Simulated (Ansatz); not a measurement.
A set of 12 reactions (germylene extrusion), with CCSD(T)/CBS values in kJ/mol:

```
                                           reaction     ΔE
        `[CH3][GeH2][CH](F)F` → `CC(F)F` + `[GeH2]`  134.2
                `[F][GeH2][SH]` → H–F + `[SH][GeH]`  154.9
            `B[O][GeH2][CH3]` → `[CH3][GeH]` + `BO`  194.8
`F[SiH2][GeH]([F])[Cl]` → `[F][Ge][Cl]` + `F[SiH3]`   39.0
               `[F][GeH2][SH]` → H₂ + `[F][Ge][SH]`   59.4
   `[BH2][GeH2][CH2][SiH3]` → `BC[SiH3]` + `[GeH2]`  131.4
     `[F][Ge]([F])([Cl])[Cl]` → `[Cl][Ge][Cl]` + F₂  701.0
                 `[OH][GeH2][I]` → HI + `[OH][GeH]`  191.0
              `C[N](C)[GeH3]` → `C[N](C)[GeH]` + H₂   84.1
                 `[F][GeH2][SH]` → `[F][GeH]` + H₂S  166.3
                  `S[CH2][GeH3]` → `[GeH2]` + CH₃SH  155.3
       `N[CH2][GeH]([F])[SH]` → `NCF` + `[SH][GeH]`  192.1
```

Isolated molecules relaxed with PBE0-D4/def2-TZVP in Ansatz; ΔE leaves out vibrations. CCSD(T)/CBS adds triple-zeta CCSD(T) − MP2 to the extrapolated MP2 energy (def2 sets, frozen cores). This one scheme is used for every species. Functionals use def2-TZVPP. B3LYP here is the variant with VWN-RPA as its local correlation; programs differ in this. Elements past krypton have def2 core potentials. For Ge, I outer-core shells are correlated without core-valence functions, which leaves a few kJ/mol of doubt a bond. Scalar relativity is left out up to krypton. One conformer a species, not always the lowest.

**Question.** Give the mean, mean absolute and largest difference (level minus CCSD(T)/CBS, kJ/mol) for: PBE-D4, PBE0-D4, B3LYP-D4, B2PLYP, PBE, r2SCAN, PBE0, B3LYP, HF/def2-TZVPP, SCS-MP2/def2-TZVPP, CCSD(T)/def2-TZVPP, HF/def2-QZVPP, MP2/CBS(def2), CCSD/CBS(def2). (An estimate is asked.)

**Answer.** Ansatz gave: 
```csv
level,mean,mean absolute,largest
PBE-D4,-13.6,13.7,-61.0
PBE0-D4,3.3,7.0,14.4
B3LYP-D4,-19.7,19.7,-39.9
B2PLYP,-9.7,10.0,-18.7
PBE,-20.1,20.1,-66.5
r2SCAN,5.8,7.5,16.6
PBE0,-2.3,7.4,-19.1
B3LYP,-30.1,30.1,-48.8
HF/def2-TZVPP,-5.8,23.5,52.3
SCS-MP2/def2-TZVPP,10.5,10.5,28.0
CCSD(T)/def2-TZVPP,7.3,7.3,14.2
HF/def2-QZVPP,-6.1,24.5,57.3
MP2/CBS(def2),15.2,15.2,41.7
CCSD/CBS(def2),-0.9,4.0,8.8
```

The largest T1 diagnostic in the set is 0.016, for `C[N](C)[GeH]` (customary mark 0.02).

CCSD(T)/CBS is a level of theory with its own doubt, and the functionals carry their triple-zeta basis error, so these figures describe this set and don't rank the functionals.
